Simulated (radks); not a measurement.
Ionisation of the xenon ion Xe3+, [Kr] 4d10 5s2 5p3, to [Kr] 4d10 5s2 5p2 as the strength of local exchange is varied. All-electron calculation, scalar-relativistic Kohn-Sham, Slater X-alpha exchange (alpha = 2/3 is LDA exchange), no correlation, spin-polarised, spherical densities, finite nucleus; open shells are filled with parallel spins first (spin-orbit coupling, left out, can overturn this in heavy ions); Fermi nuclear charge, rms radius 4.7859 fm. Program: a radial shooting solver on a logarithmic mesh with Libxc functionals.

alpha	E(Xe3+) (hartree)	exchange (hartree)	IE (eV)	-e of the level emptied (eV)	<r> of it (bohr)
0.57	-7408.35915	-148.71649	40.728	35.458 (5p)	2.043
0.618	-7420.92605	-161.49304	41.545	36.262 (5p)	2.027
0.667	-7433.77512	-174.57624	42.388	37.092 (5p)	2.012
0.961	-7511.30113	-253.93365	47.615	42.260 (5p)	1.926
0.962	-7511.56608	-254.20608	47.634	42.278 (5p)	1.926

NIST Atomic Spectra Database: 42.2 +/- 0.2 eV (measured). The Delta-SCF value meets it near alpha = 0.66. Open shells are spherical and high-spin; term and fine-structure splittings are not resolved. Spin-orbit splitting is averaged out at the scalar-relativistic level.
